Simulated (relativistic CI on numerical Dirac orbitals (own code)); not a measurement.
# d1 to d9 in one octahedral field

Computed with a parametric ligand-field model without spin-orbit coupling, by exact diagonalisation: B = 660, C = 2620, 10Dq = 7500 cm⁻¹ (Oh; |10Dq|/B = 11.4) for every shell. Energies in cm⁻¹; the field energy is (0.6 n_e − 0.4 n_t2) × 10Dq of the ground term; g labels are left out.

```tsv
Shell	Ground term	Electrons in e	Field energy	First spin-allowed bands	Lowest term of other spin
d1	2T2	0.000	-3000	2E 7500	
d2	3T1	0.069	-5481	3T2 6600, 3A2 14100	1T2 9586
d3	4A2	0.000	-9000	4T2 7500, 4T1 12164	2E 12317
d4	5E	1.000	-4500	5T2 7500	3T1 7922
d5	6A1	2.000	0	none	4T1 14051
d6	5T2	2.000	-3000	5E 7500	1A1 6995
d7	4T1	2.069	-5481	4T2 6600, 4A2 14100	2E 5140
d8	3A2	2.000	-9000	3T2 7500, 3T1 12164	1E 10193
d9	2E	3.000	-4500	2T2 7500
```

Every shell keeps the spin of the free ion. Only d4 to d7 can choose; the field needed to pair spins is smallest for d6 and largest for d5, which loses most exchange energy. In the strong-field picture 10Dq must exceed about 6B + 5C = 17060 (d4), 7.5B + 5C = 18050 (d5), 2.5B + 4C = 12130 (d6) and 4B + 4C = 13120 (d7); mixing of terms shifts these bounds somewhat. High-spin d^(n+5) repeats the spin-allowed bands of d^n, since the half-filled shell is spherical.
